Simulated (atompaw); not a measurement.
PBEsol PAW (atompaw) dataset for Ge (Z = 32), scalar-relativistic all-electron reference.

atompaw 4.2.0.5 was run on this input:

```
Ge 32
GGA-PBESOL scalarrelativistic loggrid 1500 logderivrange -3 5 201
4 4 3 0 0 0
4 0 1.75
4 1 2.25
0 0 0
c
c
c
v
c
c
v
c
2
2.45 1.90 2.35 2.25
y
-0.2
n
y
0.05
n
y
-0.2
n
custom polynom vanderbiltortho besselshape
3 0 ultrasoft
2.45
1.40
2.45
2.45
2.45
PWSCFOUT
UPFDX 0.0125d0 UPFXMIN -7.d0 UPFZMESH 32.d0
END
```

Command:

```bash
atompaw < Ge.input > Ge.log
```

Resulting log (summary file):

```
Completed calculations for Ge (AE)

 Exchange-correlation type: GGA, Perdew-Burke-Ernzerhof modified (PBEsol)

 Radial integration grid is logarithmic
 r0 =   2.6318935E-04 h =   8.4220592E-03   n =      1500 rmax =   8.0000000E+01

 Scalar relativistic calculation

 AEatom converged in  44 iterations
   nz     =  32.00
   delta  =       2.640470827785E-15

 All Electron Orbital energies:
  n  l      occupancy      energy
  1  0      2.0000000E+00 -8.0499286E+02
  2  0      2.0000000E+00 -1.0077287E+02
  3  0      2.0000000E+00 -1.2390295E+01
  4  0      1.7500000E+00 -8.8154237E-01
  2  1      6.0000000E+00 -8.8090078E+01
  3  1      6.0000000E+00 -8.5175214E+00
  4  1      2.2500000E+00 -2.9972616E-01
  3  2      1.0000000E+01 -2.1873971E+00

 Total energy
   Total                    :    -4194.44332978042712

 ---
 Completed calculations for Ge (SC)

 Exchange-correlation type: GGA, Perdew-Burke-Ernzerhof modified (PBEsol)

 Radial integration grid is logarithmic
 r0 =   2.6318935E-04 h =   8.4220592E-03   n =      1500 rmax =   8.0000000E+01

 Scalar relativistic calculation

 SCatom converged in   4 iterations
   nz     =  32.00
   delta  =       2.506787622274E-16

 Valence Electron Orbital energies:
  n  l      occupancy      energy
   4  0      1.7500000E+00 -8.8154237E-01
   4  1      2.2500000E+00 -2.9972616E-01

 Total energy
   Total                    :    -4194.44332978148577
   Valence                  :     -160.51538505270872

 PAW parameters:
       lmax =            2
         rc =    2.4685053845699652
        irc =         1087
   rc_shape =    1.9012227197117848
    rc_vloc =    2.3667033100257759
    rc_core =    2.2500666978607997
   Vloc: Non norm-conserving form with l= 3;e=   0.0000E+00
   Projector type: polynomial pseudization + Vanderbilt ortho.
   Bessel compensation charge shape zeroed at   1.9012E+00

 Number of basis functions     5
 No.   n  nodes  l      Energy         Cp coeff         Occ
  1    4    3    0   -0.8815424E+00  0.1346870E+00  0.1750000E+01
  2  999    4    0   -0.2000000E+00 -0.1290289E+00  0.0000000E+00
  3    4    2    1   -0.2997262E+00  0.2318592E+04  0.2250000E+01
  4  999    3    1    0.5000000E-01  0.4916475E+03  0.0000000E+00
  5  999    1    2   -0.2000000E+00  0.7282074E+01  0.0000000E+00

 Eigenvalues of overlap operator (in the basis of projectors):
    1        3.11822854E-02
    2        5.25023700E-01
    3        1.14151515E+00
    4        1.15810613E+01
    5        1.67451151E+03

 Orbital leakage outside PAW augmentation regions
   orb  is_core?  %out_of_sphere
   1 0    T           0.00
   2 0    T           0.00
   3 0    T           0.00
   4 0    F          28.09
   2 1    T           0.00
   3 1    T           0.00
   4 1    F          56.21
   3 2    T           0.28

 Summary of PAW energies
   Total valence energy     :   -160.51538937909777
   Smooth energy            :      9.68306784694132
   One center               :   -170.19845722603910
   Smooth kinetic           :      2.85467078808024
   Vloc energy              :      0.82449837078013
   Smooth exch-corr         :     -2.90443905766832
   One-center xc            :   -152.92876735186539

  Detected negative values for pseudo core + nhat
    which may cause trouble
  Please try reducing rc_core and or adjusting compensation charge shape
```

Note: ghost state, extra bound levels that the all-electron valence spectrum of the same l lacks: s at -12.3 eV. A true bound ghost makes a file unfit for plane-wave use.

The run took about 8.3 s on one core of a shared server CPU.
